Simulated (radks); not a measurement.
Ru+, 43 electrons, occupied as [Kr] 4d7. Method: Dirac Kohn-Sham, PBE, spin-unpolarised, spherical densities, finite nucleus; open shells fill j = l - 1/2 first; Fermi nuclear charge, rms radius 4.4809 fm; computed with a radial shooting solver on a logarithmic mesh with Libxc functionals.

Spin-orbit splittings of the eigenvalues, e(l+1/2) - e(l-1/2), with zeta = 2 splitting/(2l+1) and mean radii in bohr:

[
 {"shell": "2p", "occ.": "6", "splitting (eV)": "130.9", "zeta (eV)": "87.28", "<r> j=l-1/2": "0.1236", "<r> j=l+1/2": "0.1284"},
 {"shell": "3p", "occ.": "6", "splitting (eV)": "22.21", "zeta (eV)": "14.81", "<r> j=l-1/2": "0.3956", "<r> j=l+1/2": "0.4063"},
 {"shell": "3d", "occ.": "10", "splitting (eV)": "4.327", "zeta (eV)": "1.731", "<r> j=l-1/2": "0.3821", "<r> j=l+1/2": "0.3856"},
 {"shell": "4p", "occ.": "6", "splitting (eV)": "3.368", "zeta (eV)": "2.245", "<r> j=l-1/2": "1.109", "<r> j=l+1/2": "1.140"},
 {"shell": "4d", "occ.": "7", "splitting (eV)": "0.3312", "zeta (eV)": "0.1325", "<r> j=l-1/2": "1.631", "<r> j=l+1/2": "1.654"}
]
